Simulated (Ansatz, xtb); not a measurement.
# BF3Si: which of two structures lies lower

Structure I: a singlet given by its coordinates. Structure II: `F[Si]B(F)F`, a triplet. Both are isolated molecules in the gas phase, relaxed with PBE-D3(BJ)/def2-SVP; the shapes shown needn't be the lowest conformers.

I (Å):

```xyz
5

B    -0.7848   -0.8620   -1.3083
F    -1.1874   -1.7490   -2.1444
F     0.4264    1.8715   -1.1227
F     1.6042    0.0293    0.2635
Si    0.9802    0.3241   -1.2320
```

Close contacts (Å): B1–F2 1.28, B1–Si5 2.13, F3–Si5 1.65, F4–Si5 1.65.

II (Å):

```csv
atom,x (Å),y (Å),z (Å)
B,0.5894,0.5046,-0.8806
F,-0.4226,-2.2602,-1.8510
F,1.5684,-0.0307,-0.1534
F,0.4401,1.8284,-0.9098
Si,-0.6723,-0.6338,-1.9378
```

**Question.** Which of the two would you expect CCSD(T)/def2-TZVP electronic energies to favour?

**Answer.** Structure I; the calculation gives E(II) − E(I) = +0.097 eV.

Level by level:

```json
{"level": "HF/STO-3G", "geometry": "GFN2-xTB", "E(II) − E(I) (eV)": "−2.357", "departure from the last row (eV)": "−2.454", "job, with rough time for the two": "single point, 0.3 s"}
{"level": "r2SCAN-D4/def2-SVP", "geometry": "GFN2-xTB", "E(II) − E(I) (eV)": "−0.833", "departure from the last row (eV)": "−0.930", "job, with rough time for the two": "single point, 2.4 s"}
{"level": "PBE-D3(BJ)/def2-SVP", "geometry": "PBE-D3(BJ)/def2-SVP", "E(II) − E(I) (eV)": "−0.284", "departure from the last row (eV)": "−0.382", "job, with rough time for the two": "optimisation, 15 s"}
{"level": "HF/def2-TZVP", "geometry": "PBE-D3(BJ)/def2-SVP", "E(II) − E(I) (eV)": "−0.865", "departure from the last row (eV)": "−0.962", "job, with rough time for the two": "part of the CCSD(T) run"}
{"level": "MP2/def2-TZVP", "geometry": "PBE-D3(BJ)/def2-SVP", "E(II) − E(I) (eV)": "−0.127", "departure from the last row (eV)": "−0.224", "job, with rough time for the two": "part of the CCSD(T) run"}
{"level": "CCSD(T)/def2-TZVP", "geometry": "PBE-D3(BJ)/def2-SVP", "E(II) − E(I) (eV)": "+0.097", "departure from the last row (eV)": "", "job, with rough time for the two": "single point, 4.2 min"}
```

HF/STO-3G, r2SCAN-D4/def2-SVP, PBE-D3(BJ)/def2-SVP, HF/def2-TZVP, MP2/def2-TZVP put the two in the other order. The largest departure from CCSD(T)/def2-TZVP is that of HF/STO-3G, 2.454 eV. At CCSD(T)/def2-TZVP a singlet with the links of II lies below this triplet.

With harmonic frequencies from PBE-D3(BJ)/def2-SVP (ideal gas, rigid rotor, one conformer each, 298.15 K, 1 atm): on the last row, ΔE + ΔZPE = +0.143, ΔH = +0.131, ΔG = +0.129 eV.

Open shells are spin-unrestricted. The correlated steps freeze 9 core orbitals. ΔG holds the spin degeneracy. Programs: Ansatz 0.2.0, xtb 6.7.1; the last row on 1 thread of Intel(R) Xeon(R) 6975P-C (Granite Rapids) on a shared host.
